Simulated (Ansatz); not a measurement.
Calculated with Ansatz (gas phase, PBE0-D4/def2-TZVP geometries, no zero-point term in ΔE). CCSD(T)/CBS adds triple-zeta CCSD(T) − MP2 to the extrapolated MP2 energy (def2 sets, frozen cores). This one scheme is used for every species. Functionals use def2-TZVPP. B3LYP here is the variant with VWN-RPA as its local correlation; programs differ in this. Each species was taken in one conformer, which may not be the lowest.

Reaction (formal exchange of groups at the Si–N bond): `CN[SiH2][AlH2]` + `C[SiH3]` → `C[SiH2][SiH2][AlH2]` + CH₃NH₂

Is it downhill or uphill in electronic energy at CCSD(T)/CBS, and by how much? (Estimate.)

The calculation gave: Uphill: ΔE = +19.5 kJ/mol.

What do these levels give: PBE-D4, r2SCAN-D4, B3LYP, HF/def2-TZVPP, MP2/def2-TZVPP, HF/def2-QZVPP? (Estimate.)

Computed: PBE-D4 4.2, r2SCAN-D4 14.2, B3LYP 23.4, HF/def2-TZVPP 37.2, MP2/def2-TZVPP 25.2, HF/def2-QZVPP 38.6 kJ/mol.

Largest T1 diagnostic among the species: 0.012.

From PBE to PBE0 (25 % exact exchange), in def2-TZVPP and without D4, ΔE moves by +3.4 kJ/mol. In def2-TZVPP, CCSD(T) changes the Hartree–Fock value by −17.5 kJ/mol (the triples alone add −2.5 kJ/mol) and MP2 by −11.9 kJ/mol.
